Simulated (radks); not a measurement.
The numbers below are computed, except where a source is named.
Numerical settings for the aluminium ion Al8+, [He] 2s2 2p1. Code: a radial shooting solver on a logarithmic mesh with Libxc functionals. Model: scalar-relativistic Kohn-Sham, r2SCAN, spin-polarised, spherical densities, finite nucleus; open shells are filled with parallel spins first; meta-GGA in the generalised Kohn-Sham scheme; Fermi nuclear charge, rms radius 3.061 fm. The defaults (mesh step 0.008 in ln r, mesh end at 40 bohr or more with all orbitals vanishing there, Anderson mixing 0.5 over 9 steps, residual threshold near 1e-9 with the energy settled to 1e-9 hartree or 1e-11 of itself, here a cap of 66 iterations) give E = -204.242 hartree and 2p at -308.01 eV in 13 iterations. Run on one thread of a shared host, so times are rough (Arm Neoverse V1): 0.08 s of CPU time, 0.08 s wall, 13 iterations on 2189 mesh points. Changes against that run (0 stands for a change within the tolerance of the run):

setting,iterations,converged,E (mhartree),e(2p) (meV),CPU (s)
mesh step in ln r 0.08,66,no,-5.48e+04,-,0.15
mesh step in ln r 0.012,11,yes,0,0,0.05
mesh step in ln r 0.12,66,no,-1.14e+06,-,0.15
mesh end (bohr) 20,13,yes,0,0,0.08
mesh end (bohr) 8,13,yes,0,0,0.08
residual threshold 1e-13,66,no,0,-0.00295,0.28
residual threshold 1e-16,66,no,0,-0.00295,0.28
mixing 1.5,16,yes,0,0,0.1
"linear mixing, mixing 0.05",66,no,+0.431,-2.5e+03,0.35
"linear mixing, mixing 0.8",66,no,0,-0.00297,0.34
mixing history 3,16,yes,0,0,0.09
iteration cap 8,8,no,0,-0.0508,0.05

No run marked as converged misses the energy by more than 1 mhartree. A mesh that ends early acts as a hard wall.
